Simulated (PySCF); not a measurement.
**CaIn and its ions**

PBE; PySCF, scalar-relativistic core potentials, basis sets Ca def2-SVP, In def2-SVP with ECP28. Neutral (UKS): doublet (π ↑), Re = 3.258 Å, ωe = 133 cm⁻¹, De = 0.72 eV, HOMO -2.91 eV, LUMO -2.75 eV.

CaIn⁺ (UKS): singlet (closed shell), Re = 3.653 Å, ωe = 105 cm⁻¹, De = 1.35 eV to Ca + In⁺. The energies at the minima are -867.38063 hartree for CaIn and -867.19874 for CaIn⁺.

Task: Work out the adiabatic ionisation energy, without and with harmonic zero-point energies (1 hartree = 27.2114 eV, 1 eV = 8065.5 cm⁻¹), and the change of the bond length.

Result: At PBE: 0.18189 hartree = 4.949 eV between the minima; the zero-point term (105.0 − 133.0)/2 cm⁻¹ = -0.002 eV makes it 4.948 eV. Re changes by +39.5 pm against the neutral. The electron leaves a π orbital, and the longer bond of the ion fits a bonding orbital, or a change in how ionic the bond is.

Closed-shell solutions of metal pairs were not tested for spin polarisation, which can lower them a little. These are scalar-relativistic numbers at best; spin–orbit coupling would shift them, the dissociation energy most. For an ion De counts to the pair picked by the measured ionisation energies or electron affinities, which need not be the lowest pair at this level. States were picked by a PBE0 search and need not be the measured ground states.
